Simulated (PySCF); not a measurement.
Ionisation energy of Br+ by level of theory

Br+ [Ar] 3d10 4s2 4p4 (3P) → Br(2+) [Ar] 3d10 4s2 4p3 (4S), as a difference of total energies. Calculation: PySCF 2.14, in pcseg-2 (6s5p3d1f, 43 functions); no relativity, point nucleus. Correlated levels: valence: [Ar] 3d10 frozen. The calculations carry no spin-orbit coupling.

```json
{"method": "UHF", "ionisation energy (eV)": "20.276"}
{"method": "MP2 (valence)", "ionisation energy (eV)": "20.949"}
{"method": "SCS-MP2 (valence)", "ionisation energy (eV)": "21.016"}
{"method": "CCSD (valence)", "ionisation energy (eV)": "21.068"}
{"method": "CCSD(T) (valence)", "ionisation energy (eV)": "21.092"}
```

**Question.** Estimate what r2SCAN gives.

**Answer.** 21.486 eV, closest to CCSD(T) (valence) among the rows shown.

**Question.** Estimate what M06-L gives.

**Answer.** 21.230 eV, closest to CCSD(T) (valence) among the rows shown.

These non-relativistic numbers lack the scalar-relativistic shift.

Errors of the correlated levels include the incompleteness of this basis and the frozen core.

For comparison: 21.409 eV (measured; NIST levels, between the centres of gravity of the two terms).
